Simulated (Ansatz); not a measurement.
Isolated molecules relaxed with PBE0-D4/def2-TZVP in Ansatz; ΔE leaves out vibrations. CCSD(T)/CBS is the MP2 limit (def2-TZVPP, def2-QZVPP) plus CCSD(T) − MP2 in def2-TZVPP, frozen cores. Functionals use def2-TZVPP. For Ga outer-core shells are correlated without core-valence functions, which leaves a few kJ/mol of doubt a bond. Scalar relativity is left out up to krypton. Each species was taken in one conformer, which may not be the lowest.

Reaction (redistribution): `[SiH3][B](Cl)[GaH2]` + `CO[SiH](O)Cl` → `CO[SiH](O)[GaH2]` + `[SiH3]B(Cl)Cl`

`[SiH3][B](Cl)[GaH2]`:

```xyz
9

Si   -1.536   -0.292    0.507
B    -0.010    0.296   -0.677
Cl   -0.383    0.966   -2.256
Ga    2.012    0.167   -0.167
H    -1.362   -1.740    0.818
H    -1.448    0.447    1.799
H    -2.885   -0.080   -0.085
H     2.863   -1.113   -0.505
H     2.749    1.349    0.565
```

`CO[SiH](O)Cl`:

Z-matrix (Å, degrees):
```
C
O 1 1.411
H 1 1.095 2 111.2
H 1 1.094 2 111.2 3 121.5
H 1 1.090 2 107.9 3 -119.1
Si 2 1.623 1 126.5 3 -65.0
Cl 6 2.059 2 108.1 1 -50.2
O 6 1.621 2 109.2 1 -171.5
H 6 1.472 2 113.4 1 69.1
H 8 0.959 6 118.6 2 55.2
```

`CO[SiH](O)[GaH2]`:

Cartesian coordinates in Å:
```
C 1.110 0.720 1.368
O 0.578 -0.561 1.117
Si -0.169 -0.987 -0.284
O 0.844 -0.922 -1.592
Ga -1.960 0.508 -0.939
H 1.292 0.813 2.440
H 2.057 0.864 0.838
H 0.420 1.515 1.061
H -0.565 -2.397 -0.016
H 1.543 -1.577 -1.649
H -1.935 2.052 -0.619
H -3.215 -0.029 -1.724
```

`[SiH3]B(Cl)Cl`:

```xyz
7

Si    0.779   -0.441    0.131
B    -0.951    0.548   -0.198
Cl   -2.065    0.792    1.123
Cl   -1.376    1.174   -1.768
H     1.555    0.284    1.173
H     0.463   -1.802    0.644
H     1.594   -0.555   -1.105
```

```tsv
level	ΔE (kcal/mol)	difference from CCSD(T)/CBS
PBE-D4	0.8	-3.3
r2SCAN-D4	3.3	-0.8
PBE0-D4	2.1	-2.0
ωB97X-V	2.8	-1.3
ωB97M-V	3.1	-1.0
PBE	0.8	-3.3
r2SCAN	3.3	-0.8
HF/def2-TZVPP	5.5	1.4
SCS-MP2/def2-TZVPP	3.0	-1.1
CCSD(T)/def2-TZVPP	2.9	-1.2
HF/def2-QZVPP	5.8	1.7
MP2/def2-QZVPP	3.7	-0.4
SCS-MP2/def2-QZVPP	3.8	-0.3
HF/CBS(def2)	5.8	1.7
MP2/CBS(def2)	4.1	0.0
CCSD/CBS(def2)	4.6	0.5
CCSD(T)/CBS	4.1	0
```

Largest T1 diagnostic among the species: 0.015.

From PBE to PBE0 (25 % exact exchange), in def2-TZVPP and without D4, ΔE moves by +1.3 kcal/mol. In def2-TZVPP, CCSD(T) changes the Hartree–Fock value by −2.6 kcal/mol (the triples alone add −0.6 kcal/mol) and MP2 by −2.5 kcal/mol.

CCSD(T)/CBS has its own doubt, a few kJ/mol and more with outer-core shells, so smaller differences from it don't rank the levels.
